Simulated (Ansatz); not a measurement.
Relaxing a trial structure of H4OSiZn

The starting geometry of this gas-phase singlet was optimised with GFN2-xTB.

```yaml
atoms:
  - { symbol: O, position_ang: [0.3623, -0.7779, 0.1533] }
  - { symbol: Si, position_ang: [-0.2365, -1.4893, -1.1821] }
  - { symbol: Zn, position_ang: [0.6178, 0.9714, -1.3231] }
  - { symbol: H, position_ang: [0.4021, -1.2002, 1.0163] }
  - { symbol: H, position_ang: [2.0766, 0.9208, -1.7259] }
  - { symbol: H, position_ang: [-0.5938, 1.8482, -1.0751] }
  - { symbol: H, position_ang: [-0.6529, -2.8007, -0.5818] }
```

Task: Predict what becomes of its bonds when it is optimised with PBE0-D3(BJ)/pcseg-1.

Result: It rearranges to `O[SiH2][ZnH]`. Contacts that open: Zn3–H6 (1.52 → 3.28 Å). Contacts that close: Si2–H6 (3.36 → 1.50 Å).

The energy falls by 2.29 eV over 26 steps:

```
step  E − E(last) (eV)
   1             2.289
   4             1.972
   7             1.924
   9             1.812
  12             1.470
  15             1.069
  18             0.463
  20             0.135
  23             0.001
  26             0.000
```

Final geometry (Å):

```xyz
7

O     0.6954   -1.2432    0.6446
Si   -0.2189   -0.5433   -0.5894
Zn    1.2858    0.7788   -1.8854
H     0.2112   -1.8123    1.2545
H     2.2613    1.6487   -2.7429
H    -1.3520    0.2553   -0.0057
H    -0.9072   -1.6117   -1.3940
```

No frequencies were run, so the end isn't proven a minimum. Run with Ansatz 0.2.0, 3.2 min on 1 thread of Intel(R) Xeon(R) Processor @ 2.50GHz (Skylake/Cascade Lake), with other jobs on the host.
